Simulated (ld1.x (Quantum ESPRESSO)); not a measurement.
bismuth: one change to a TM potential, before and after

```
Element                 : Bi
Generator               : ld1.x (Quantum ESPRESSO) 7.5
Type                    : norm-conserving Troullier–Martins (Kleinman–Bylander form)
Functional              : PBE
Relativity              : scalar-relativistic
Frozen core             : [Xe] 4f14 5d10
Valence charge          : 5
Reference configuration : 6s2 6p3
Partial waves           : 6s (bound): rc 1.80 bohr; 6p (bound): rc 2.65 bohr; 6d channel at -0.2 Ry: rc 2.70 bohr
Local potential         : the d channel
Core correction         : Bessel-smoothed model core inside 1.70 bohr
```

Change: wave 6d channel at -0.2 Ry: rc 2.70 bohr becomes 6d channel at 0.16 Ry: rc 2.70 bohr.

Cutoffs: the cutoffs (Ry, on a coarse ladder) from which the occupation-weighted sum of valence levels, in a spherical-Bessel basis at the reference potential, stays within 10 and 1 mRy of its value at 400 Ry; they do not see the model core or the augmentation charge, which bear on the density cutoff. Errors are all-electron minus pseudo energies relative to the spin-unpolarised reference configuration.

Problem. How do hardness, ghosts and transferability respond?

Solution. The potential gets neither clearly harder nor softer (25 Ry and 50 Ry → 25 Ry and 50 Ry); both files keep a bound ghost (p, s); the number of tests that count goes from 6 to 7; the errors of the 6 common tests hardly move.

| quantity | base | changed |
| --- | --- | --- |
| cutoff, loose | 25 Ry | 25 Ry |
| cutoff, tight | 50 Ry | 50 Ry |
| bound ghosts | s, p | s, p |
| tests counted (converged, no solver errors) | 6 of 7 | 7 of 7 |
| error for 6s2 6p2, meV [ΔE 7.91 eV] | -23 | -26 |
| error for 6s2 6p1, meV [ΔE 23.16 eV] | -116 | -130 |
| error for 6s2 6p0, meV [ΔE 46.50 eV] | -308 | -337 |
| error for 6s2 6p2.5, meV [ΔE 3.10 eV] | -5.3 | -6.0 |
| error for 6s2 6p3.3, meV [ΔE -1.09 eV] | -0.3 | -0.5 |
| error for 6s0 6p5, meV [ΔE 20.50 eV] | -174 | -188 |
| s: phases at 2.97 bohr within 0.05 rad from the reference energy up to (Ry; the scan ends near 5) | 0.9 | 1.0 |
| p: phases at 2.97 bohr within 0.05 rad from the reference energy up to (Ry; the scan ends near 5) | 2.1 | 1.9 |
| d: phases at 2.97 bohr within 0.05 rad from the reference energy up to (Ry; the scan ends near 5) | 0.2 | 0.6 |

Base: Tests not counted: 6s1 6p0 (solver errors, printed error -7.6 eV). A true bound ghost makes a file unfit for plane-wave use even where its test errors are small: the radial tests pick states by their node count and pass the ghost by. Where a test does run into it, the solver fails or the error is huge.
